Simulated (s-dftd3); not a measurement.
C2H6OS, charge +1, doublet, geometry from GFN2-xTB (a state made from the parent by changing its charge; the spin is typed, not shown lowest); D3(bj) for r2scan run with s-dftd3 1.4.0.

The s-dftd3 input:
```
$ s-dftd3 mol.xyz --bj r2scan --json dftd3.json --noedisp --grad

# file mol.xyz
10

C     -1.30956027     0.64165426    -0.78188424
S      0.00505826    -0.41669803    -0.07959067
C      1.54492139     0.56256668    -0.18640788
O     -0.28988667    -0.66512662     1.30126565
H     -2.25756047     0.11057683    -0.72631947
H     -1.06745328     0.86084288    -1.81688002
H     -1.37449429     1.55165765    -0.18678638
H      1.41487689     1.47437405     0.39510721
H      2.36213553    -0.01741859     0.23740007
H      1.74849007     0.78282306    -1.22944318
```

Predict the main parts of the log of this s-dftd3 run.


```
-----------------------------------
 s i m p l e   D F T - D 3  v1.4.0
-----------------------------------

Rational (Becke-Johnson) damping: r2scan-D3(BJ)
---------------------
  s6         1.0000
  s8         0.7898
  s9         0.0000
  a1         0.4948
  a2         5.7308
 alp        14.0000
--------------------

Dispersion energy:      -1.9443197894452E-03 Eh

Gradient norm:           6.8398070482492E-05 Eh/a0
--------------------------------------------------
     #    Z           dE/dx      dE/dy      dE/dz
--------------------------------------------------
     1    6 C    -2.335E-05  2.768E-06 -7.109E-06
     2   16 S    -6.132E-07 -5.914E-06  2.154E-06
     3    6 C     2.436E-05  1.446E-06  2.843E-06
     4    8 O    -5.216E-06 -1.644E-05  2.282E-05
     5    1 H    -2.166E-05 -7.443E-07 -5.695E-06
     6    1 H    -1.581E-05  4.353E-06 -1.387E-05
     7    1 H    -1.693E-05  7.037E-06 -2.646E-06
     8    1 H     1.693E-05  6.099E-06  4.418E-06
     9    1 H     2.206E-05 -1.955E-06  3.424E-06
    10    1 H     2.024E-05  3.354E-06 -6.344E-06
--------------------------------------------------

Virial:
--------------------------------------------------
      component           x          y          z
--------------------------------------------------
          x       5.106E-04  1.101E-06  7.868E-05
          y       1.101E-06  7.980E-05 -6.467E-05
          z       7.868E-05 -6.467E-05  1.412E-04
--------------------------------------------------

[Info] JSON dump of results written to 'dftd3.json'
```
